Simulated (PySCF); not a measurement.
## Copper: a sound run and one with changed settings

Sound run: Cu⁺ [Ar] 3d10, Cu²⁺ [Ar] 3d9. Computed with PySCF 2.14 in cc-pVDZ-DK (6s5p3d1f, 43 functions), with scalar relativity by spin-free X2C-1e. In the sound run the correlated levels freeze [Ar]. The sound run starts from symmetry-adapted Hartree-Fock orbitals and uses a fine grid where one is needed.

Changed run: initial guess 1e, at most 50 SCF cycles.

```json
{"species": "Cu⁺", "method": "UHF", "sound run (hartree)": "-1652.90646", "changed run (hartree)": "-1652.90646", "converged": "yes"}
{"species": "Cu⁺", "method": "TPSS", "sound run (hartree)": "-1654.49694", "changed run (hartree)": "-1654.49694", "converged": "yes"}
{"species": "Cu⁺", "method": "M06-2X", "sound run (hartree)": "-1654.48854", "changed run (hartree)": "-1654.48854", "converged": "yes"}
{"species": "Cu⁺", "method": "MP2", "sound run (hartree)": "-1653.32018", "changed run (hartree)": "-1653.32018", "converged": "yes"}
{"species": "Cu²⁺", "method": "UHF", "sound run (hartree)": "-1652.27520", "changed run (hartree)": "-1652.27520", "converged": "yes"}
{"species": "Cu²⁺", "method": "TPSS", "sound run (hartree)": "-1653.74594", "changed run (hartree)": "-1653.74675", "converged": "yes"}
{"species": "Cu²⁺", "method": "M06-2X", "sound run (hartree)": "-1653.76322", "changed run (hartree)": "-1653.76271", "converged": "yes"}
{"species": "Cu²⁺", "method": "MP2", "sound run (hartree)": "-1652.56500", "changed run (hartree)": "-1652.56500", "converged": "yes"}
```

Ionisation energy of Cu⁺:

| method | sound run (eV) | changed run (eV) |
| --- | --- | --- |
| UHF | 17.177 | 17.178 |
| TPSS | 20.436 | 20.414 |
| M06-2X | 19.737 | 19.751 |
| MP2 | 20.550 | 20.550 |
| SCS-MP2 | 20.112 | 20.112 |

Where the changed run lies lower, it found another determinant of the same configuration, with other orbitals of the open shell filled.

For comparison, NIST gives 20.292 eV between the lowest levels.
